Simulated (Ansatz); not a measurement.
`C[N](C)[Ge][OH]`, charge 0, multiplicity 1.

Question: Give a relaxed structure at PBE0-D4/def2-TZVP (the Gaussian-basis code of Ansatz). (Estimate.)

Answer: The calculation gave: 
Cartesian coordinates in Å:
```
C 0.1133 0.7785 0.7879
N 0.0056 -0.2037 -0.2550
C 0.6295 0.2189 -1.4853
Ge -0.7946 -1.8624 -0.2332
O -1.4559 -1.9321 1.4317
H -0.4004 1.7117 0.5193
H -0.3194 0.4235 1.7254
H 1.1633 1.0285 0.9915
H 0.5279 -0.5581 -2.2486
H 1.7008 0.4178 -1.3472
H 0.1707 1.1368 -1.8773
H -1.3410 -1.1594 1.9907
```
Point group Cs.
This is one stationary point; other conformers may exist.
